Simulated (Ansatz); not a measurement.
NiF+, multiplicity 3 (lowest of 2S+1 = 1, 3, 5 at CCSD(T)/def2-TZVPP on PBE0 minima; our sources give no spin for the ground state, which may be another), most abundant isotopes (57.9353 and 18.9984 u). Constants from fifth-degree fits in 1/R to seven points on the lowest solution found; no spin–orbit coupling, no relativity up to Kr; ω_e x_e and α_e move by some per cent with the fit.

Correlated levels freeze the inner cores; with def2 sets outer-core shells near the valence are correlated too.

Run with Ansatz (Gaussian orbitals). 

```json
[
 {"level": "PBE/def2-TZVPP", "r_e (Å)": "1.6960", "ω_e (cm⁻¹)": "697.8", "ω_e x_e (cm⁻¹)": "4.75", "α_e (cm⁻¹)": "0.00359"},
 {"level": "CCSD(T)/def2-TZVPP", "r_e (Å)": "1.6799", "ω_e (cm⁻¹)": "768.1", "ω_e x_e (cm⁻¹)": "3.69", "α_e (cm⁻¹)": "0.00296"}
]
```

Question: Derive the rotational constants, the centrifugal constant, the fundamental, the zero-point energy and the force constant.

Answer: 
μ = 14.30684 u.
- PBE/def2-TZVPP: B_e = 16.8576/(μ r_e²) = 0.40964 cm⁻¹; B₀ = B_e − α_e/2 = 0.40785 cm⁻¹; D = 4B_e³/ω_e² = 5.65e-07 cm⁻¹; fundamental ω_e − 2ω_e x_e = 688 cm⁻¹; zero-point energy ω_e/2 − ω_e x_e/4 = 348 cm⁻¹; k = μ(2πcω_e)² = 410 N/m
- CCSD(T)/def2-TZVPP: B_e = 16.8576/(μ r_e²) = 0.41753 cm⁻¹; B₀ = B_e − α_e/2 = 0.41605 cm⁻¹; D = 4B_e³/ω_e² = 4.93e-07 cm⁻¹; fundamental ω_e − 2ω_e x_e = 761 cm⁻¹; zero-point energy ω_e/2 − ω_e x_e/4 = 383 cm⁻¹; k = μ(2πcω_e)² = 497 N/m

Doubts at one or more of the structures used: T1 above 0.05 (CCSD(T)/def2-TZVPP).

Ansatz is a quantum-chemistry and plane-wave program.
